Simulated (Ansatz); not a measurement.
Program: Ansatz. Geometries: PBE0-D4/def2-TZVP. ΔE: electronic, gas phase. CCSD(T)/CBS adds triple-zeta CCSD(T) − MP2 to the extrapolated MP2 energy (def2 sets, frozen cores). Functionals use def2-TZVPP. B3LYP here is the variant with VWN-RPA as its local correlation; programs differ in this. Each species was taken in one conformer, which may not be the lowest.

Consider the ligand exchange at a B–S bond: `OBSCO` + CH₃NH₂ → `CNBO` + `OCS`.

`OBSCO`:

```xyz
10

O     0.553   -1.650    0.400
B     0.980   -0.566    1.089
S     0.207    1.040    0.852
C    -0.990    0.712   -0.491
O    -0.435    0.756   -1.767
H     1.034   -2.450    0.623
H     1.864   -0.626    1.896
H    -1.398   -0.287   -0.352
H    -1.784    1.453   -0.353
H    -0.032    1.619   -1.898
```

CH₃NH₂:

```xyz
7

C     0.487    0.229    0.183
N    -0.562   -0.589   -0.402
H     0.144    1.143    0.689
H     1.192    0.525   -0.597
H     1.046   -0.364    0.910
H    -1.086   -0.061   -1.088
H    -1.221   -0.884    0.306
```

`CNBO`:

Z-matrix (Å, degrees):
```
C
N 1 1.440
H 1 1.095 2 112.0
H 1 1.091 2 109.1 3 119.3
H 1 1.095 2 112.0 3 -121.5
B 2 1.395 1 126.3 3 -119.4
H 2 1.009 1 115.2 3 60.6
O 6 1.374 2 118.7 1 -180.0
H 6 1.203 2 119.7 1 0.0
H 8 0.957 6 112.4 2 -180.0
```

`OCS`:

Z-matrix (Å, degrees):
```
C
S 1 1.793
O 1 1.405 2 110.6
H 1 1.095 2 109.2 3 123.4
H 1 1.097 2 104.5 3 -120.8
H 2 1.343 1 96.4 3 -70.0
H 3 0.962 1 108.1 2 177.5
```

| level | ΔE (kJ/mol) | difference from CCSD(T)/CBS |
| --- | --- | --- |
| PBE-D4 | -31.8 | 5.9 |
| PBE0-D4 | -35.3 | 2.4 |
| B3LYP | -43.0 | -5.3 |
| MP2/def2-TZVPP | -36.5 | 1.2 |
| CCSD/def2-TZVPP | -41.9 | -4.2 |
| CCSD(T)/def2-TZVPP | -38.5 | -0.8 |
| HF/def2-QZVPP | -49.6 | -11.9 |
| SCS-MP2/def2-QZVPP | -39.5 | -1.8 |
| MP2/CBS(def2) | -35.8 | 1.9 |
| CCSD/CBS(def2) | -41.1 | -3.4 |
| CCSD(T)/CBS | -37.7 | 0 |

Largest T1 diagnostic among the species: 0.013.

In def2-TZVPP, CCSD(T) changes the Hartree–Fock value by +10.3 kJ/mol (the triples alone add +3.3 kJ/mol) and MP2 by +12.3 kJ/mol. The D4 term adds +3.5 kJ/mol with B3LYP and +1.9 kJ/mol with PBE0; it sums over pairs of atoms, weighted by their polarisabilities, and B3LYP, whose exchange is more repulsive, gets the larger term.
